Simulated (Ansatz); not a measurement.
Calculated with Ansatz (gas phase, PBE0-D4/def2-TZVP geometries, no zero-point term in ΔE). CCSD(T)/CBS adds triple-zeta CCSD(T) − MP2 to the extrapolated MP2 energy (def2 sets, frozen cores). This one scheme is used for every species. Elements past krypton have def2 core potentials. For Br, In outer-core shells are correlated without core-valence functions, which leaves a few kJ/mol of doubt a bond. Scalar relativity is left out up to krypton. Each species was taken in one conformer, which may not be the lowest.

Consider the ligand exchange at the In–C bond: `C[CH2][In]([OH])[Cl]` + HBr → `[OH][In]([Cl])[Br]` + `CC`.

`C[CH2][In]([OH])[Cl]`:

Cartesian coordinates in Å:
```
C 0.411 -0.259 1.660
C 0.741 0.300 0.286
In -0.794 -0.079 -1.170
O -0.965 0.381 -3.086
Cl -2.708 -1.252 -0.528
H -0.507 0.171 2.067
H 0.273 -1.341 1.639
H 1.217 -0.043 2.368
H 0.883 1.383 0.310
H 1.661 -0.129 -0.117
H -0.211 0.868 -3.429
```

HBr:

```xyz
2

Br   -0.706   -0.063    0.051
H     0.706    0.063   -0.051
```

`[OH][In]([Cl])[Br]`:

```xyz
5

O     0.442   -1.455    0.429
In    0.045    0.423    0.020
Cl   -1.684    0.881   -1.442
Br    1.346    2.204    1.032
H    -0.149   -2.052   -0.039
```

`CC`:

Z-matrix (Å, degrees):
```
C
C 1 1.519
H 1 1.093 2 111.4
H 1 1.093 2 111.4 3 120.0
H 1 1.093 2 111.4 3 -120.0
H 2 1.093 1 111.4 3 180.0
H 2 1.093 1 111.4 3 -60.0
H 2 1.093 1 111.4 3 60.0
```

```json
{"species": "`C[CH2][In]([OH])[Cl]`", "SCS-MP2/def2-TZVPP energy (Eh)": "-803.98627"}
{"species": "HBr", "SCS-MP2/def2-TZVPP energy (Eh)": "-2573.27456"}
{"species": "`[OH][In]([Cl])[Br]`", "SCS-MP2/def2-TZVPP energy (Eh)": "-3297.67442"}
{"species": "`CC`", "SCS-MP2/def2-TZVPP energy (Eh)": "-79.64041"}
```

(1) Work out ΔE.

(2) What do rigid-rotor, harmonic-oscillator terms from PBE0-D4/def2-TZVP frequencies (298.15 K, 1 bar) make of the CCSD(T)/CBS value? (Best estimate.)

Largest T1 diagnostic among the species: 0.014.

Results:

(1) ΔE = (-3297.67442) + (-79.64041) − (-803.98627) − (-2573.27456) = -0.05400 Eh = -141.8 kJ/mol. CCSD(T)/CBS gives -141.6 kJ/mol.

(2) Computed: ΔZPE = +12.7 kJ/mol, ΔH = -131.5 kJ/mol, ΔS = -10 J/(mol·K), ΔG = -128.4 kJ/mol. Modes under 50 cm⁻¹ make the entropy rough.

From PBE to PBE0 (25 % exact exchange), in def2-TZVPP and without D4, ΔE moves by −8.2 kJ/mol. In def2-TZVPP, CCSD(T) changes the Hartree–Fock value by +40.2 kJ/mol (the triples alone add +3.8 kJ/mol) and MP2 by +41.0 kJ/mol. Leaving LDA and LC-ωPBE aside and taking each functional with its dispersion term where it has one, the values, not all of them listed here, spread over 20.2 kJ/mol, from BHLYP-D4 to revPBE-D4. LDA lies +11.1 kJ/mol from PBE without D4.
